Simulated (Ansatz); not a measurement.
A nudged elastic band was laid between two geometries of BH3O2 + H2S (9 atoms, charge 0, multiplicity 1).

Method: Ansatz 0.2.0, RKS PBE-D4/6-31G*.

- movable images: 9
- climbing image: yes
- spring: 5.0 eV/Å²
- optimiser: quadratic models (default)
- start path: through a guess of the saddle point
- force threshold: 0.05 eV/Å
- iteration limit: 60
- end points: relaxed

First end point:

```xyz
9
Properties=species:S:1:pos:R:3
B 0.083 -0.821 -0.060
O 0.261 -0.665 1.296
H -0.467 -0.137 1.692
H 0.921 -1.439 -0.663
O -0.975 -0.314 -0.780
H -1.594 0.181 -0.201
S -1.556 2.413 1.468
H -1.237 2.793 0.203
H -0.263 2.515 1.875
```

Last end point:

```xyz
9
Properties=species:S:1:pos:R:3
B -0.297 0.494 -0.310
O 0.085 -0.150 2.146
H -0.894 -0.129 2.184
H 0.747 -0.021 -0.611
O -1.514 -0.143 -0.353
H -1.380 -1.092 -0.544
S -0.275 2.311 -0.033
H -1.616 2.454 0.159
H 0.316 0.802 2.193
```

Q: Which bonds break or form, and what moves?

A: Bonds broken: B1–O2, S7–H9. Bonds formed: B1–S7, O2–H9. BH3O2 + H2S becomes BH3OS + H2O.

Q: Give the energies along the band, and the barrier.

A: The run converged. The highest image is number 7 of 0 to 10, 119.9 kJ/mol above the first end and 65.4 kJ/mol above the last; the last end lies 54.4 kJ/mol above the first. The profile has 3 maxima (images 2, 7, 9) with wells between them (images 5, 8): this band takes more than one step, which may be the mechanism or a detour left from its start path. A vibrational analysis at the climbing image gives one clearly imaginary mode, 996i cm⁻¹: a first-order saddle point. The orbitals stay closed-shell, which can raise the energy where a bond breaks towards radicals; this wasn't checked here.

| image | path coordinate (Å) | energy (kJ/mol) | B1–O2 (Å) | S7–H9 (Å) | B1–S7 (Å) |
| --- | --- | --- | --- | --- | --- |
| 0 | 0.00 | 0.0 | 1.38 | 1.36 | 3.93 |
| 1 | 1.60 | 5.1 | 1.38 | 1.36 | 4.14 |
| 2 | 3.19 | 11.6 | 1.38 | 1.36 | 4.14 |
| 3 | 4.78 | 8.5 | 1.38 | 1.36 | 3.60 |
| 4 | 6.37 | 4.4 | 1.37 | 1.36 | 4.09 |
| 5 | 7.96 | 0.3 | 1.38 | 1.36 | 3.80 |
| 6 | 9.54 | 9.5 | 1.38 | 1.36 | 3.52 |
| 7 | 11.13 | 119.9 | 1.57 | 1.64 | 2.23 |
| 8 | 12.65 | 67.3 | 2.42 | 3.07 | 1.85 |
| 9 | 14.17 | 69.2 | 2.47 | 2.96 | 1.86 |
| 10 | 15.69 | 54.4 | 2.57 | 2.75 | 1.84 |

Q: What is the geometry of the highest image?

A: 
```xyz
9
Properties=species:S:1:pos:R:3
B -0.053 0.078 0.074
O -0.006 -0.075 1.632
H -0.826 -0.513 1.950
H 1.020 -0.109 -0.430
O -1.158 -0.465 -0.567
H -2.011 -0.230 -0.156
S -0.148 2.281 0.393
H -1.505 2.375 0.324
H -0.140 1.183 1.611
```

The band took 35 iterations and roughly 12 core-minutes.

Run time: 12 min on 1 thread of Arm Neoverse V1, with other jobs on the host, peak memory 0.13 GiB.
